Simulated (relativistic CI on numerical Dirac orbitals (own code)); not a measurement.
## Magnetism of Ir²⁺, 5d7, in a crystal field

Calculated by Dirac-Coulomb-Breit CI, KLI orbitals optimised for each configuration, model QED (radiative potential, 1s self-energy scaled to tabulated hydrogen-like ionisation energies), valence Slater integrals scaled by 0.9, one configuration in a parametric crystal field (own radial code). With so little scaling, terms lie 10 to 35 % too far apart, which can change the order of excited levels.

Field parameters in Wybourne normalisation: D4h B²₀ = −7Ds, B⁴₀ = 21(Dq − Dt), B⁴₄ = 21√(5/14) Dq; Oh B⁴₀ = 21Dq, B⁴₄ = √(5/14) B⁴₀; Td as Oh with Dq negative (B⁴₀ = 21Dq, B⁴₄ = √(5/14) B⁴₀). The field is a parameter set, without covalency.

S is read from ⟨S²⟩ = S(S + 1).

Powder χT (cm³ K mol⁻¹) by Van Vleck's formula, with temperature-independent terms:

```csv
Field,2 K,5 K,10 K,20 K,50 K,100 K,200 K,300 K
"D4h, 10Dq = 11550, Ds = 2370, Dt = 530 cm⁻¹",2.11,2.12,2.12,2.14,2.19,2.27,2.42,2.58
"D4h, 10Dq = 15100, Ds = -1180, Dt = 560 cm⁻¹",2.55,2.56,2.57,2.58,2.64,2.72,2.86,2.95
"D4h, 10Dq = 16150, Ds = 2800, Dt = 970 cm⁻¹",1.32,1.32,1.32,1.33,1.35,1.38,1.44,1.5
"D4h, 10Dq = 28200, Ds = -410, Dt = 750 cm⁻¹",0.671,0.672,0.672,0.674,0.679,0.688,0.705,0.722
"D4h, 10Dq = 35050, Ds = 1620, Dt = 680 cm⁻¹",0.582,0.583,0.583,0.584,0.587,0.593,0.603,0.614
"Oh, 10Dq = 20650 cm⁻¹",0.767,0.768,0.769,0.771,0.778,0.789,0.812,0.835
"Td, 10Dq = -7000 cm⁻¹",3.58,3.58,3.58,3.58,3.59,3.61,3.64,3.68
"Td, 10Dq = -9300 cm⁻¹",3.32,3.32,3.32,3.32,3.33,3.34,3.36,3.39
```

(1) For Td, 10Dq = -7000 cm⁻¹: what effective moment follows at 300 K?

## Answers

(1) μ_eff = √(8χT) = 5.42 μB. The ground level has S = 1.45; the spin-only moment for S = 3/2 is 3.88 μB. The difference comes from the orbital moment, spin-orbit mixing of terms and temperature-independent paramagnetism, all larger in this ionic model than in covalent complexes.
